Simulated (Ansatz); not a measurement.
Basis sets compared for (H2B-mu-NH2)2 (B2N2H8). The state is a singlet with charge 0. Geometry PBE-D4/def2-SVP. Ansatz on 4 threads of Arm Neoverse V1 on a shared host; times are rough, and most runs start from earlier orbitals.

```xyz
12

B    -0.492   -0.541   -0.841
H    -1.353   -0.027   -1.546
H    -0.212   -1.699   -1.132
N    -0.823   -0.380    0.725
B     0.493    0.539    0.841
H     0.218    1.697    1.138
H     1.354    0.019    1.542
N     0.821    0.382   -0.726
H    -0.795   -1.249    1.268
H    -1.705    0.096    0.937
H     1.705   -0.090   -0.941
H     0.789    1.253   -1.266
```

B3LYP takes the VWN-RPA correlation.

Binding counts from free atoms (B doublet, H doublet, N quartet) in the same basis, without a counterpoise term.

```tsv
level	functions	energy (Eh)	HOMO (eV)	LUMO (eV)	binding per atom (eV)	wall time
HF/STO-3G	28	-161.0141	-9.95	14.27	3.50	0.1 s
HF/6-31G	52	-162.9325	-11.30	5.43	2.58	0.2 s
PBE-D4/def2-SVP	96	-163.7549	-6.54	0.48	3.79	0.8 s
B3LYP-D4/6-31G	52	-164.0795	-7.56	1.59	3.64	0.5 s
PBE0-D4/def2-SVP	96	-163.7878	-7.96	1.41	3.74	0.8 s
```

**Question.** Estimate the rows for HF/def2-TZVP, PBE-D4/def2-TZVP, B3LYP-D4/def2-TZVP, PBE0-D4/def2-TZVP.

**Answer.** 
| level | functions | energy (Eh) | HOMO (eV) | LUMO (eV) | binding per atom (eV) | wall time |
| --- | --- | --- | --- | --- | --- | --- |
| HF/def2-TZVP | 172 | -163.0603 | -11.42 | 3.28 | 2.70 | 0.55 s |
| PBE-D4/def2-TZVP | 172 | -163.9364 | -6.66 | -0.13 | 3.75 | 1.3 s |
| B3LYP-D4/def2-TZVP | 172 | -164.1909 | -7.83 | 0.37 | 3.71 | 1.6 s |
| PBE0-D4/def2-TZVP | 172 | -163.9645 | -8.02 | 0.72 | 3.70 | 1.5 s |
